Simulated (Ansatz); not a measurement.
The cluster Li2Cl2⁺. The state is a doublet with charge 1. Geometry PBE-D4/def2-TZVP; atoms count from 1.

```xyz
4

Li   -0.585    0.870   -1.571
Li    0.589   -0.871    1.569
Cl    0.557    1.145    0.424
Cl   -0.561   -1.144   -0.422
```

In the doublet, Cl3 and Cl4 lie 2.68 Å apart (atoms count from 1), so these atoms are partly bonded to each other. The structure comes from a short search, and lower isomers may exist.

Question: Estimate the Mulliken populations from the PBE0/def2-TZVP orbitals of Ansatz.

Answer: 
| atom | charge (e) | spin (α − β) |
| --- | --- | --- |
| Li1 | 0.87 | -0.01 |
| Li2 | 0.87 | -0.01 |
| Cl3 | -0.37 | 0.51 |
| Cl4 | -0.37 | 0.51 |
Mulliken values depend strongly on the basis.

Question: Where does the spin sit?

Answer: Summed by element: Li -0.01, Cl 1.01, of 1 unpaired in all. Largest on single atoms: Cl4 0.51, Cl3 0.51, Li1 -0.01.

Question: And the Mayer bond orders between heavy atoms (over 0.3)?

Answer: Cl3–Cl4 0.49 (2.68 Å).
